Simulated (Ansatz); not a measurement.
Born–Oppenheimer molecular dynamics of a periodic cell of 26 atoms, NaH₁₆BrO₈ (contents 8 H2O + 1 Na + 1 Br, density as packed 1.44 g/cm³ with natural masses). It goes on from the last frame of an earlier run, with new velocities.

Method: DFT PBEsol, scalar-relativistic, plane waves, PAW (Ansatz). Settings: accuracy low, cutoff 420 eV, k mesh 1x1x1, fermi-dirac smearing 0.02 eV, no spin polarisation.

```json
{
 "ensemble": "NPT, Langevin",
 "time step": "0.75 fs",
 "steps asked": "390",
 "set temperature": "1000 K",
 "friction": "0.02 /fs",
 "pressure": "20 GPa",
 "seed": "130064"
}
```

First frame:

```xyz
26
Lattice="6.5731 0.0000 0.0000 0.0000 6.5731 0.0000 0.0000 0.0000 6.5731" Properties=species:S:1:pos:R:3
O 5.059 4.625 1.269
H 5.359 3.680 1.321
H 4.501 4.657 2.084
O 4.775 3.063 3.906
H 4.037 3.536 4.299
H 4.467 2.279 3.467
O 0.327 1.626 4.598
H 0.569 1.571 3.685
H -0.452 2.266 4.341
O 4.130 6.833 3.884
H 3.205 6.641 3.505
H 4.828 6.349 3.501
O 0.797 4.867 6.385
H 1.242 4.524 7.096
H -0.013 4.394 6.228
O 6.594 5.728 3.671
H 7.155 4.909 3.515
H 6.846 6.421 4.389
O 2.748 7.159 1.460
H 3.677 6.944 1.183
H 2.349 6.264 1.135
O 5.865 0.541 6.561
H 6.128 0.681 5.622
H 6.258 -0.455 6.727
Na 1.155 1.588 0.356
Br 1.796 3.259 2.470
```

Q: What does the run give?

A: The run went to its last step.

```
steps done                                               : 390
time covered                                             : 292.5 fs
mean temperature over the second half                    : 1052 K
spread of the potential energy over the second half      : 22.6 meV per atom
mean potential energy of the second half above the start : 107.7 meV per atom
mean pressure over the second half                       : 20.1 GPa
```

The conserved energy stayed within 2.7 meV per atom of its start (net change 0.17 meV per atom), so there is no drift, though single steps change it by up to 41 meV in the whole system, a sign of fast motions only just resolved. A run of 0.29 ps of so small a system gives no equilibrium averages. Limits of this set-up: coarse k mesh, low accuracy level. The cell's volume went from 284 to 159 Å³.

Q: What happens to the structure?

A: Mean squared displacements from the first frame to the last, about the centre of mass, the cell's change included: O 1.78 Å², H 3.04 Å², Na 0.30 Å², Br 0.10 Å². This is one draw of velocities; another would differ in detail.

Q: How do temperature and energy run in time?

A: 
| time (fs) | T (K) | potential energy less start (eV) | conserved less start (meV/atom) | P (GPa) | volume (Å³) |
| --- | --- | --- | --- | --- | --- |
| 0.0 | 962 | 0.000 | 0.00 | 3.2 | 284.0 |
| 24.0 | 961 | 0.425 | 0.71 | 4.3 | 256.0 |
| 48.0 | 1186 | 2.392 | -0.30 | 14.0 | 198.7 |
| 72.0 | 1308 | 6.049 | -0.06 | 26.0 | 160.2 |
| 96.0 | 1596 | 4.752 | 1.18 | 32.5 | 151.4 |
| 120.0 | 1080 | 3.424 | 1.41 | 23.0 | 157.3 |
| 144.0 | 1246 | 1.748 | 0.38 | 20.8 | 164.9 |
| 168.0 | 1073 | 1.713 | 1.15 | 15.4 | 166.0 |
| 192.0 | 1016 | 2.131 | 1.57 | 20.8 | 162.5 |
| 216.0 | 1059 | 3.421 | 1.71 | 25.9 | 156.1 |
| 240.0 | 1197 | 3.042 | 0.79 | 21.3 | 153.2 |
| 264.0 | 1129 | 2.599 | 1.64 | 16.2 | 157.5 |
| 288.0 | 1258 | 2.588 | 1.27 | 17.5 | 158.9 |

The run took 11 min on 1 thread of Arm Neoverse V1 (shared host), peak memory 0.4 GiB.
